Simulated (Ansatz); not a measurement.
Total energies of the cluster Al6Ge from Ansatz at PBE-D4/def2-TZVPD, gas phase (1 Eh = 27.2114 eV = 2625.5 kJ/mol). The reference geometry is relaxed at B3LYP-D4/def2-SVP.

```xyz
7

Ge   -1.181    1.759   -1.525
Al   -0.920    1.110    0.991
Al    1.434    0.177    1.582
Al   -1.073   -0.816   -1.111
Al    1.201    0.888   -0.907
Al   -0.744   -1.452    1.387
Al    1.284   -1.665   -0.416
```

```csv
state,geometry,energy (Eh)
charge 0 singlet,reference,-3530.60341
charge -1 doublet,reference,-3530.67300
free Ge atom (triplet),–,-2076.60198
free Al atom (doublet),–,-242.22767
```

(1) Work out the vertical electron affinity, to the doublet.

(2) What is the binding energy per atom against free atoms?

(1) E(charge 0 singlet) − E(charge -1 doublet) = -3530.60341 − (-3530.67300) = 0.06959 Eh = 1.89 eV.

(2) Atoms: 1 × (-2076.60198) + 6 × (-242.22767) = -3529.96800 Eh. Binding: -3529.96800 − (-3530.60341) = 0.63541 Eh = 17.29 eV, or 2.47 eV for each of 7 atoms (no zero-point energy, no counterpoise term).

The restricted singlet is unstable towards broken spin symmetry in Hartree–Fock (as tested in another run); at PBE-D4/def2-TZVPD this wasn't settled. At PBE-D4/def2-TZVPD the charge -1 doublet is spin-contaminated (final ⟨S²⟩ up to 0.85, 0.75 for a pure state). At PBE-D4/def2-TZVPD the gap within one spin of the charge -1 doublet nearly closes, so an electron or hole may be smeared out by delocalisation error. 

The structure comes from a short search, and lower isomers may exist.
